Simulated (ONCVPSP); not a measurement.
**An all-electron radial function and its pseudo partner (S)**

Columns: radius, all-electron u(r) and pseudo u(r) of the 3p shell (level -7.25 eV) of sulfur in the configuration [Ne] 3s1.75 3p4.25; LDA (Perdew-Wang 92), scalar-relativistic, ONCV scheme, ONCVPSP 4.0.1.

```csv
r (bohr),all-electron,pseudo
0.075,-0.1121,0.0042
0.150,-0.2548,0.0169
0.225,-0.3281,0.0381
0.300,-0.3280,0.0675
0.375,-0.2739,0.1041
0.450,-0.1861,0.1465
0.525,-0.0806,0.1940
0.600,0.0310,0.2457
0.675,0.1411,0.3009
0.750,0.2447,0.3577
0.825,0.3389,0.4140
0.900,0.4225,0.4678
0.975,0.4947,0.5184
1.050,0.5557,0.5655
1.125,0.6061,0.6087
1.200,0.6464,0.6467
1.275,0.6775,0.6775
1.350,0.7005,0.7005
1.425,0.7161,0.7161
1.500,0.7253,0.7253
1.575,0.7290,0.7290
1.650,0.7279,0.7279
1.725,0.7228,0.7228
1.800,0.7143,0.7143
1.875,0.7030,0.7030
1.950,0.6894,0.6894
```

(1) How many radial nodes do the two functions have?

(2) At about which radius was the pseudo-wave matched?

(3) Where does each function peak?

(4) Is the pseudo-wave norm-conserving?

Answers

(1) The all-electron 3p function has n − l − 1 = 1; the pseudo-wave has 0, since the states of the same l below it are removed with the core.

(2) 1.30 bohr. The columns agree to 0.0005 from 1.20 bohr on; several derivatives are matched, so the curves merge somewhat inside the radius.

(3) Outermost all-electron maximum near 1.57 bohr, pseudo maximum near 1.57 bohr (to the table’s step).

(4) Yes: the ONCV scheme keeps the norm inside the radius equal to the all-electron one, which fixes the energy derivative of the logarithmic derivative at the level.
